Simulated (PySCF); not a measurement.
# First-order multiplets

Geometry:
| atom | x (Å) | y (Å) | z (Å) |
| --- | --- | --- | --- |
| O1 | 2.144 | -0.767 | 0.133 |
| C2 | 1.027 | -0.034 | -0.283 |
| C3 | -0.221 | -0.360 | 0.556 |
| C4 | -1.424 | 0.416 | 0.066 |
| F5 | -2.522 | 0.149 | 0.789 |
| F6 | -1.237 | 1.744 | 0.137 |
| F7 | -1.730 | 0.144 | -1.209 |
| H8 | 2.396 | -0.497 | 1.024 |
| H9 | 1.223 | 1.047 | -0.244 |
| H10 | 0.856 | -0.321 | -1.323 |
| H11 | -0.449 | -1.425 | 0.488 |
| H12 | -0.061 | -0.097 | 1.605 |

- shieldings: GIAO PBE0/pcSseg-1
- couplings computed with B3LYP/pcJ-1 (spin–dipole term only in couplings to heteroatoms)
- coordinates at the GFN2-xTB level
- code: PySCF
- a single conformation, equivalent nuclei averaged, non-relativistic Hamiltonian, gas phase

Scale: 19F (170.95 ppm) vs CFCl3; TMS for 1H (31.72 ppm), 13C (186.93 ppm) (reference shieldings calculated alike).

Spectrometer: 500 MHz for 1H. First-order analysis; couplings under 1 Hz (under 4 Hz in carbon signals) are ignored, and nearly equal couplings are merged; the smaller ones broaden or split the lines further.

Task: What pattern does F5/F6/F7 show (19F)?

Result: A triplet at δ -84.3: 8.9 Hz to H11/H12 (2 × 1H, 3 bonds away). Lines in Hz from the centre (relative intensity): +8.9 (1), +0.0 (2), -8.9 (1). The outer lines are 17.8 Hz apart, the sum of the couplings kept, or 0.038 ppm at this field.

Task: What pattern does H9/H10 show (1H)?

Result: A triplet at δ 4.18: 7.6 Hz to H11/H12 (2 × 1H, 3 bonds away). Lines in Hz from the centre (relative intensity): +7.6 (1), +0.0 (2), -7.6 (1). The outer lines are 15.2 Hz apart, the sum of the couplings kept, or 0.030 ppm at this field.

Task: What pattern does C3 show in the proton-coupled 13C spectrum?

Result: A triplet of quartets at δ 43.4: 139.5 Hz to H11/H12 (2 × 1H, 1 bond away), 25.8 Hz to F5/F6/F7 (3 × 19F, 2 bonds away). Lines in Hz from the centre (relative intensity): +178.2 (1), +152.4 (3), +126.6 (3), +100.8 (1), +38.7 (2), +12.9 (6), -12.9 (6), -38.7 (2), -100.8 (1), -126.6 (3), -152.4 (3), -178.2 (1). The outer lines are 356.4 Hz apart, the sum of the couplings kept, or 2.835 ppm at this field.

Task: What pattern does H11/H12 show (1H)?

Result: A quartet of triplets at δ 2.29: 8.9 Hz to F5/F6/F7 (3 × 19F, 3 bonds away), 7.6 Hz to H9/H10 (2 × 1H, 3 bonds away). Lines in Hz from the centre (relative intensity): +20.9 (1), +13.3 (2), +12.1 (3), +5.8 (1), +4.5 (6), +3.1 (3), -3.1 (3), -4.5 (6), -5.8 (1), -12.1 (3), -13.3 (2), -20.9 (1). The outer lines are 41.9 Hz apart, the sum of the couplings kept, or 0.084 ppm at this field.

OH/NH shifts are gas-phase values; hydrogen bonding in solution moves them, usually downfield. Unscaled 3J(H,H) at this level run about 10 % above measured values. Vicinal H,H couplings across rotating CH2–CH2 and CH–CH2 bonds are estimated from the computed gauche and anti values for equal rotamer populations, (2 J gauche + J anti)/3.
